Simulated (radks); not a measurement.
Removal energies from the thallium ion Tl13+, [Xe] 4f14, by Delta-SCF beside the eigenvalue of the level emptied. Method: scalar-relativistic Kohn-Sham, r2SCAN, spin-polarised, spherical densities, finite nucleus; meta-GGA in the generalised Kohn-Sham scheme; Fermi nuclear charge, rms radius of each element as measured or else 0.836 A^(1/3) + 0.57 fm; computed with a radial shooting solver on a logarithmic mesh with Libxc functionals. Open shells are filled with parallel spins first.

removed from,final configuration,Delta-SCF (eV),-eigenvalue (eV)
5p,[Kr] 4d10 4f14 5s2 5p5,314.30,303.08
5s,[Kr] 4d10 4f14 5s1 5p6,376.89,364.79
4f,[Xe] 4f13,378.55,358.67
4d,[Kr] 4d9 4f14 5s2 5p6,644.37,624.66
